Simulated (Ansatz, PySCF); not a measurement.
Ga(Me)(AsH2) (CH5AsGa), SMILES [CH3][Ga][AsH2], multiplicity 2. Atoms are numbered in the order given.

```xyz
8

Ga    -0.7494     0.9023    -0.0302
C     -0.5377     1.7574    -1.8516
H     -1.2777     2.5489    -2.0381
H     -0.6332     0.9765    -2.6250
H      0.4762     2.1886    -1.9159
As     0.7676    -1.0641     0.3969
H     -0.0034    -1.8453    -0.6765
H     -0.0980    -1.6277     1.5236
```
Charge 0, spin multiplicity 2.

Coordinates come from a B3LYP-D3(BJ)/def2-SVP optimisation. The multiplicity is an assumed one; no other spin state was optimised. The isomer is the one that the SMILES or the coordinates give; other isomers of the formula were not compared.

Two levels are set side by side: PBE-D3(BJ)/def2-SVP (Ansatz, a quantum-chemistry and plane-wave program) and B3LYP-D3(BJ)/def2-SVP (Ansatz). Each level has its own optimised geometry; the coordinates shown are those of the second. Frequencies come from the Hessian of PySCF at each geometry. Differences are taken from unrounded values.

```csv
quantity,B3LYP-D3(BJ),PBE-D3(BJ),PBE-D3(BJ) minus B3LYP-D3(BJ)
mean bond length (Å),1.559,1.564,0.005
bond Ga1–C2 (Å),2.023,2.021,-0.002
bond Ga1–As6 (Å),2.520,2.512,-0.008
bond C2–H3 (Å),1.099,1.107,0.007
bond C2–H4 (Å),1.103,1.110,0.007
bond C2–H5 (Å),1.104,1.111,0.007
bond As6–H7 (Å),1.535,1.546,0.011
bond As6–H8 (Å),1.528,1.539,0.010
highest harmonic wavenumber (cm⁻¹),3141,3095,-46
mean harmonic wavenumber (cm⁻¹),1210,1180,-30
zero-point energy (kcal/mol),31.14,30.37,-0.77
```
